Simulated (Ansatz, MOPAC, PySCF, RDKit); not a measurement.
Noncovalent pair: N2 (SMILES N#N) (first 2 atoms) with H4OSi (SMILES O[SiH3]); geometry from B3LYP-D3(BJ)/def2-TZVP, rigid monomers moved along the line of their centres of mass till N2···H5 is 2.57 Å.
(charge 0, multiplicity 1):
```csv
atom,x (Å),y (Å),z (Å)
N,0.5057,0.4764,-1.1934
N,0.4927,0.5628,-0.1067
O,0.3512,0.6957,3.4115
Si,-0.4119,-0.5948,4.0995
H,0.4278,0.7199,2.4537
H,-1.8189,-0.7114,3.6393
H,-0.3824,-0.3610,5.5569
H,0.2749,-1.8729,3.7833
```

Monomers are frozen at their geometry in the pair; levels with a basis set take the counterpoise correction.

The state reached by PM3 isn't checked.

The values were computed with Ansatz (Gaussian orbitals); MOPAC for PM3 (differences of heats of formation); PySCF for the dispersion terms; RDKit for the force fields. 

### Question
One of these levels gives -1.10 kcal/mol for the interaction energy. Which?
(A) PM3
(B) r2SCAN/def2-TZVPPD
(C) MMFF94
(D) PBE-D4/def2-TZVPPD

### Answer
B, r2SCAN/def2-TZVPPD. The others give -0.30 (MMFF94), 0.19 (PM3), -1.54 (PBE-D4/def2-TZVPPD)

Ansatz is a quantum-chemistry and plane-wave program.
